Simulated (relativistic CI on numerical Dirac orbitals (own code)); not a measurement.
## Level scheme of Ir67+

Calculated at this level of theory: Dirac-Coulomb-Breit CI, KLI orbitals optimised for each configuration, model QED (radiative potential, 1s self-energy scaled to tabulated hydrogen-like ionisation energies), unscaled Slater integrals (own radial code, finite nucleus).

Configuration list (outside the closed core 1s2): 2s²2p⁶, 2s²2p⁵3s, 2s²2p⁵3p, 2s²2p⁵3d, 2s2p⁶3s, 2s2p⁶3p, 2s2p⁶3d, 2s²2p⁵4s, 2s²2p⁵4p, 2s²2p⁵4d, 2s²2p⁵4f, 2s²2p⁴3s², 2s²2p⁴3s3p, 2s2p⁶4s, 2s²2p⁵5s, 2s²2p⁵5p, 2s²2p⁴3s3d, 2s2p⁶4p, 2s²2p⁵5d, 2s²2p⁴3p², 2s²2p⁵5f, 2s²2p⁵5g, 2s2p⁶4d, 2s2p⁶4f, 2s²2p⁴3p3d, 2s2p⁵3s², 2s²2p⁴3d², 2s2p⁵3s3p, 2s2p⁵3s3d, 2s2p⁵3p², 2s2p⁶5s, 2s2p⁵3p3d, 2s2p⁶5p, 2s2p⁶5d, 2s2p⁶5f, 2s2p⁶5g. Levels of other configurations are missing.

```tsv
No.	Configuration	Term	J	E (eV)	%	Next component (%)	Lifetime (s)
1	2s²2p⁶	¹S	0	0.0	100		
2	2s²2p⁵3s	³P°	2	9007.1	100		1.62e-10
3	2s²2p⁵3s	¹P°	1	9016.1	66	34 ³P°	5.29e-15
4	2s²2p⁵3p	³P	1	9165.9	49	31 ³S	1.19e-11
5	2s²2p⁵3p	³D	2	9167.5	50	33 ¹D	8.17e-13
6	2s²2p⁵3p	³D	3	9623.8	100		4.17e-13
7	2s²2p⁵3p	¹P	1	9624.3	56	36 ³S	4.35e-13
8	2s²2p⁵3p	³P	2	9637.7	67	33 ¹D	2.70e-13
9	2s²2p⁵3p	¹S	0	9698.2	63	37 ³P	2.95e-13
10	2s²2p⁵3d	³P°	0	9791.4	100		5.73e-13
11	2s²2p⁵3d	³P°	1	9801.9	64	33 ³D°	8.60e-15
12	2s²2p⁵3d	³F°	3	9802.2	54	39 ¹F°	5.48e-13
13	2s²2p⁵3d	³D°	2	9811.1	54	18 ³F°	5.24e-13
14	2s²2p⁵3d	³F°	4	9903.1	100		5.22e-12
15	2s²2p⁵3d	¹D°	2	9910.8	48	41 ³P°	2.70e-12
16	2s²2p⁵3d	³D°	3	9921.3	71	27 ¹F°	4.79e-12
17	2s²2p⁵3d	¹P°	1	9951.8	63	20 ³P°	3.02e-16
18	2s²2p⁵3s	³P°	0	10674.9	100		1.81e-11
19	2s²2p⁵3s	³P°	1	10678.4	66	34 ¹P°	2.04e-14
20	2s²2p⁵3p	³D	1	10829.1	74	23 ¹P	1.11e-11
21	2s²2p⁵3p	³P	0	10881.0	63	37 ¹S	2.40e-12
22	2s2p⁶3s	³S	1	11186.8	96	2 2s²2p⁵3p ³P	3.12e-14
23	2s2p⁶3s	¹S	0	11227.9	100		3.25e-14
24	2s²2p⁵3p	³D	2	11296.3	50	33 ¹D	2.57e-13
25	2s²2p⁵3p	³P	1	11300.1	48	28 ³S	2.39e-13
26	2s2p⁶3p	³P°	1	11351.8	66	32 ¹P°	1.41e-15
27	2s2p⁶3p	³P°	0	11353.1	100		3.05e-14
28	2s²2p⁵3d	³F°	2	11469.9	74	20 ¹D°	5.21e-13
29	2s²2p⁵3d	³D°	1	11496.2	49	34 ¹P°	5.33e-16
30	2s²2p⁵3d	³P°	2	11577.9	47	36 ³D°	2.43e-12
```

Energies count from the lowest computed level; ° marks odd parity; lifetimes are radiative, by E1, M1, E2, M2 decay to levels of this space only.

The mean weight of the leading LS term, summed over parents, in these 30 levels is 71 %, and that of the leading jj configuration (from the same eigenvectors) 99 %, so jj coupling describes them better and the LS labels are nominal.

At this charge energies of transitions that change n are usually good to better than 1 %, and those within a shell (Δn = 0) to a few per cent.

LS names give the leading component of a level, which can be under half, so a name can repeat, a term be missing and a line seem to break the LS rules.
